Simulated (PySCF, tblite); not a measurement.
Isomers of C6H7N2S (doublet state), one GFN2-xTB conformer each. Single-point energies are computed at B3LYP/pcH-1 (PySCF, gas phase, no added dispersion term), electronic only. GFN2-xTB treats the open shell by occupation alone, and not every SCF solution was tested for stability.

```json
{"SMILES": "C=C(C)[CH]c1cnsn1", "GFN2-xTB relative energy (kcal/mol)": "0.0"}
{"SMILES": "[CH2][C@@H]1C[C@@H]1c1cnsn1", "GFN2-xTB relative energy (kcal/mol)": "19.0"}
{"SMILES": "[H]/[C]=C(/C)Cc1cnsn1", "GFN2-xTB relative energy (kcal/mol)": "36.4"}
{"SMILES": "C[C@H]1C[C]1c1cnsn1", "GFN2-xTB relative energy (kcal/mol)": "11.9"}
```

Conformers: `[CH2:1]=[C:2]([CH3:3])[CH:4][c:5]1[cH:6][n:7][s:8][n:9]1` (doublet state) with C1–C2–C4–C5 180°, C2–C4–C5–C6 180°; `[CH2:1][C@@H:2]1[CH2:3][C@@H:4]1[c:5]1[cH:6][n:7][s:8][n:9]1` (doublet state) with H–C1–C2–C3 -163° and 24°, C3–C4–C5–C6 161°; `[H]/[C:1]=[C:2](/[CH3:3])[CH2:4][c:5]1[cH:6][n:7][s:8][n:9]1` (doublet state) with C1–C2–C4–C5 103°, C2–C4–C5–C6 -92°; `[CH3:1][C@H:2]1[CH2:3][C:4]1[c:5]1[cH:6][n:7][s:8][n:9]1` (doublet state) with C3–C4–C5–C6 176°.

**Question.** What does B3LYP/pcH-1 give for the same structures?

**Answer.** 
```
                     SMILES  B3LYP/pcH-1 E (Eh)  B3LYP/pcH-1 (kcal/mol)  GFN2-xTB (kcal/mol)  point group
          C=C(C)[CH]c1cnsn1          -740.50203                     0.0                  0.0           Cs
        C[C@H]1C[C]1c1cnsn1          -740.46099                    25.8                 11.9           C1
[CH2][C@@H]1C[C@@H]1c1cnsn1          -740.45878                    27.1                 19.0           C1
      [H]/[C]=C(/C)Cc1cnsn1          -740.44583                    35.3                 36.4           C1
```

Both levels put the same isomer lowest; measured from each level's own lowest isomer, the values differ by up to 13.9 kcal/mol (C[C@H]1C[C]1c1cnsn1: 11.9 against 25.8). Neighbours under 5.0 kcal/mol apart (C[C@H]1C[C]1c1cnsn1 and [CH2][C@@H]1C[C@@H]1c1cnsn1) can change places with a better method, another conformer or zero-point energy.

**Question.** What happens when harmonic zero-point energies from GFN2-xTB frequencies are added?

**Answer.** 
| SMILES | ZPE (kcal/mol) | electronic (kcal/mol) | with ZPE (kcal/mol) |
| --- | --- | --- | --- |
| C=C(C)[CH]c1cnsn1 | 73.4 | 0.0 | 0.0 |
| C[C@H]1C[C]1c1cnsn1 | 73.9 | 25.8 | 26.3 |
| [CH2][C@@H]1C[C@@H]1c1cnsn1 | 73.2 | 27.1 | 26.9 |
| [H]/[C]=C(/C)Cc1cnsn1 | 72.9 | 35.3 | 34.7 |

The zero-point energies span 1.0 kcal/mol. The order is unchanged.
